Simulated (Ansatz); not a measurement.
Abridged output of a molecular run in Ansatz:

```
Functional definition: HF
932 factors; integrals over basis functions are off by at most 1.3e-3 eV
mean field evaluation 1: about -26191.4394 eV, gradient 3.4e1 eV
mean field evaluation 2: about -26191.5043 eV, gradient 3.4e1 eV
mean field evaluation 4: about -26194.0002 eV, gradient 3.1e0 eV
mean field evaluation 8: about -26194.0314 eV, gradient 2.0e-1 eV
mean field -26194.03150623 eV, -962.6129029017 hartree, gradient 2.0e-6 eV, S^2 0.000000; 0 other end points of the search recorded, 0 dependent functions left out
13 core orbitals not correlated: weight in the atoms' cores, before any rotation towards them, 1.000 or more for the frozen orbitals, at most 0.000 for the correlated occupied ones
reference -26194.03150623 eV, -962.6129029017 hartree; 16, 16 occupied and 69, 69 virtual orbitals, 932 factors
second order -19.82265550 eV of doubles, -0.00000000 eV of singles
cycle   1  -20.45824610 eV  change   -6.4e-1 eV  update   9.5e-2
cycle   2  -20.93144598 eV  change   -4.7e-1 eV  update   2.6e-2
cycle   3  -21.03903601 eV  change   -1.1e-1 eV  update   1.3e-2
cycle   4  -21.03370555 eV  change    5.3e-3 eV  update   2.6e-3
cycle   5  -21.03298727 eV  change    7.2e-4 eV  update   1.1e-3
cycle   6  -21.03317975 eV  change   -1.9e-4 eV  update   3.1e-4
cycle   7  -21.03302886 eV  change    1.5e-4 eV  update   1.0e-4
cycle   8  -21.03298562 eV  change    4.3e-5 eV  update   3.3e-5
cycle   9  -21.03299610 eV  change   -1.0e-5 eV  update   1.0e-5
perturbative correction -0.45000790 eV, -0.0165374854 hartree
Total energy: -26215.51451024 eV, -963.4023887372 hartree
```

Its atoms:

```xyz
9

F    -0.659    1.865    0.001
C     0.448    1.210   -0.484
O     0.739    0.117    0.298
Si   -0.251   -1.157    0.607
Cl   -0.995   -1.900   -1.155
H     1.293    1.900   -0.437
H     0.223    0.916   -1.515
H     0.606   -2.175    1.240
H    -1.405   -0.775    1.445
```

Question: Which basis set was used?
A. def2-SVPD
B. def2-TZVPP
C. def2-TZVPPD
D. def2-SVP

Answer: D. It gives 98 functions.

Question: Write the keys of the input that set method, charge and spin (a neutral closed shell needs none for the last two).

Answer: 
```yaml
correlation: {method: ccsd_t}
```
